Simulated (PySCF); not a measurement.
## Electron correlation in Mg (magnesium, neutral)

[Ne] 3s2, closed-shell 1S. Computed with PySCF 2.14 in pcseg-2 (5s3p1d, 19 functions), with no relativity, point nucleus. Frozen: [Ne]; 2 electrons correlated.

Total MP2 correlation energy: -20.58 mhartree.

Same-spin part 0.00 and opposite-spin part -20.58 mhartree; SCS-MP2 scales them by 1/3 and 6/5 to -24.70 mhartree.

With two correlated electrons CCSD is exact within the correlated space (frozen core and kept virtual orbitals).

```tsv
level	correlation energy (mhartree)
CCSD	-32.66
```

Diagnostics: T1 = 0.013, D1 = 0.0177, largest double amplitude 0.137.

**Question.** Is a single reference adequate?

**Answer.** Mostly. T1 lies below 0.03, but a double amplitude of this size points to a near-degeneracy that CCSD handles and MP2 describes poorly.
